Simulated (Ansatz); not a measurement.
Input file for Ansatz (a quantum-chemistry and plane-wave program): R-CAM-B3LYP/def2-TZVPPD on H2 (SMILES [H][H]). The basis file is the Basis Set Exchange's JSON of that set.

Ansatz 0.2 input:
```yaml
crystal:
  periodic: [false, false, false]
  atoms:
    - {symbol: H, position_ang: [0.00000000, 0.00000000, 0.37198582]}
    - {symbol: H, position_ang: [-0.00000000, -0.00000000, -0.37198582]}
basis:
  gaussian:
    orbitals: def2-TZVPPD.json
hamiltonian:
  xc: {name: CAM-B3LYP}
scf: {lower_state_search: off}
```

Problem. Predict the final total energy.

Solution. -1.1716 hartree.
